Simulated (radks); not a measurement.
Results of a calculation; reference values are marked as such.
All-electron atom: Kr in [Kr] (the NIST ground configuration). Level of theory: scalar-relativistic Kohn-Sham, PBEsol, spin-polarised, spherical densities, finite nucleus; Fermi nuclear charge, rms radius 4.1884 fm (a radial shooting solver on a logarithmic mesh with Libxc functionals).

Local quantities along the radius. ELF = 1/(1 + alpha^2) is the electron localisation function; alpha = (tau - tau_W)/tau_unif compares the Pauli kinetic energy density with that of the uniform gas (summed over spins). tau is taken from the large components.

```
   r/bohr * ELF (the largest magnitude, 1, reaches the edge; | marks zero)
 0.001602 |                                                      *
 0.002086 |                                                      *
 0.002738 |                                                      *
 0.003594 |                                                      *
  0.00468 |                                                      *
 0.006143 |                                                      *
 0.007999 |                                                      *
   0.0105 |                                                      *
  0.01367 |                                                      *
  0.01795 |                                                      *
  0.02356 |                                                     *
  0.03067 |                                                 *
  0.04026 |                                     *
  0.05242 |                    *
  0.06881 |                *
  0.09032 |                           *
   0.1176 |                                        *
   0.1544 |                                         *
    0.201 |                           *
   0.2638 |             *
   0.3463 |                           *
    0.451 |                                         *
   0.5919 |                                        *
   0.7708 |                        *
    1.012 |          *
    1.317 |                            *
    1.729 |                                            *
     2.27 |                                           *
    2.955 |                               *
    3.879 |           *
    5.051 | *
     6.63 *
```

On this mesh the ELF has minima near r = 0.069, 0.26, 1.0 bohr, which separate the shells, and maxima near 0.13 (0.78), 0.52 (0.78), 2.0 (0.83).
